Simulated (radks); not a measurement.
Q: Isoelectronic series with 9 electrons, all held in the configuration [He] 2s2 2p5, which need not be the ground one along the series. All-electron calculation, non-relativistic Kohn-Sham, TPSS, spin-polarised, spherical densities, point nucleus; open shells are filled with parallel spins first; meta-GGA in the generalised Kohn-Sham scheme. Program: a radial shooting solver on a logarithmic mesh with Libxc functionals. Total energies (hartree) and orbital eigenvalues (eV):

ion    E (hartree)    2p down      2p up
F        -99.76026   -10.2421   -12.0462
Al4+    -235.99529  -137.1963  -140.6216
P6+     -326.66793  -242.4228  -246.6509
Cl8+    -432.35504  -375.0649  -380.0938
K10+    -553.05111  -535.0391  -540.8678
Sc12+   -688.75311  -722.3026  -728.9305
V14+    -839.45926  -936.8308  -944.2576
Co18+  -1185.87988  -1447.626  -1456.650

Estimate the row of Mn16+.

A: E (hartree) -1005.16844; 2p down -1178.609; 2p up -1186.834.
